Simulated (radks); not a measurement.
Question: All-electron calculation, scalar-relativistic Kohn-Sham, exchange-only LDA, spin-polarised, spherical densities, finite nucleus; open shells are filled with parallel spins first (spin-orbit coupling, left out, can overturn this in heavy ions); Fermi nuclear charge, rms radius of each element as measured or else 0.836 A^(1/3) + 0.57 fm. Program: a radial shooting solver on a logarithmic mesh with Libxc functionals. Response by self-consistent Sternheimer equations with the Hartree and adiabatic exchange-only LDA kernel, the relativistic mass of each level held fixed and spin-orbit coupling left out. For heavy and open-shell atoms this level of theory can miss by tens of per cent. Estimate the static dipole polarisabilities of C ([He] 2s2 2p2) and Ga ([Ar] 3d10 4s2 4p1) and the C6 coefficients of the three pairs.

Answer: alpha = 14.87 and 77.20 bohr^3; C6 = 61.78 (C-C), 188.0 (C-Ga), 650.1 (Ga-Ga) hartree bohr^6.
